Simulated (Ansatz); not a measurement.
```yaml
crystal:
  periodic: [false, false, false]
  atoms:
    - {symbol: O, position_ang: [0.742959, -0.177255, 4.153777]}
    - {symbol: Cu, position_ang: [0.402679, -0.170448, 2.407259]}
    - {symbol: N, position_ang: [0.099842, -0.021219, 0.553401]}
    - {symbol: C, position_ang: [0.440247, 1.098477, -0.098762]}
    - {symbol: C, position_ang: [0.241002, 1.261464, -1.455587]}
    - {symbol: C, position_ang: [-0.333721, 0.229669, -2.178892]}
    - {symbol: C, position_ang: [-0.687378, -0.929915, -1.509192]}
    - {symbol: C, position_ang: [-0.455574, -1.016062, -0.150429]}
    - {symbol: H, position_ang: [0.488200, -1.001231, 4.572660]}
    - {symbol: H, position_ang: [0.886848, 1.882214, 0.500377]}
    - {symbol: H, position_ang: [0.535547, 2.188390, -1.930566]}
    - {symbol: H, position_ang: [-0.502893, 0.327391, -3.244623]}
    - {symbol: H, position_ang: [-1.139621, -1.765682, -2.027419]}
    - {symbol: H, position_ang: [-0.718137, -1.905772, 0.407984]}
basis:
  gaussian: {orbitals: STO-3G, fitting: {mean_field: cc-pVTZ-jkfit}}
hamiltonian: {xc: {name: LC-wPBE}}
output: {forces: true}
```

```sh
$ ansatz run in.yaml --threads 2 --pin off --events-out ev --progress --plain --max-ram 22528MiB --backend cpu
```

**Question.** How does Ansatz answer? (Best estimate.)

**Answer.** The calculation gave: The input was rejected before any iteration.
```
Functional definition: LC-wPBE
Error: <dir> the basis set cc-pVTZ-JKFIT has no functions for Cu
```
